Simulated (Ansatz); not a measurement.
Molecule: C$_{3}$H$_{8}$FSi, net charge 0, doublet state. It need not be the lowest isomer of its formula. SMILES: [Si](C)(F)([CH2])C
Coordinates optimised at B3LYP-D3(BJ)/def2-TZVP (Ansatz, a program for electronic structure):
```
Si
F 1 1.6167
C 1 1.8389 2 106.95
H 3 1.0844 1 122.88 2 0.00
H 3 1.0852 4 114.43 1 -180.00
C 1 1.8664 2 107.65 3 -120.21
H 6 1.0912 1 111.20 2 58.46
H 6 1.0924 7 108.28 1 121.91
H 6 1.0927 7 107.92 8 116.62
C 1 1.8664 2 107.65 3 120.21
H 10 1.0912 1 111.20 2 -58.46
H 10 1.0924 11 108.28 1 -121.91
H 10 1.0927 11 107.92 12 -116.62
```
Charge 0, spin multiplicity 2.

Atomisation energy built up term by term with Ansatz (kcal/mol; UHF references for open shells; valence terms freeze the core; atomic spin-orbit terms are left out). CBS(X,Y): correlation extrapolated as X^-3; Hartree-Fock from the larger set.

```csv
term,basis,kcal/mol
Hartree-Fock,cc-pV(Q+d)Z,919.50
CCSD correlation,"CBS(cc-pV(T+d)Z,cc-pV(Q+d)Z)",(withheld)
(T),"CBS(cc-pV(T+d)Z,cc-pV(Q+d)Z)",(withheld)
core correlation,cc-pwCVTZ,3.54
scalar relativity (X2C),cc-pVTZ-DK against cc-pVTZ,-1.50
sum: De,,(withheld)
```

### Question
Fill in the missing entries.

### Answer

- CCSD correlation, kcal/mol: 259.57
- (T), kcal/mol: 14.11
- sum: De, kcal/mol: 1195.2
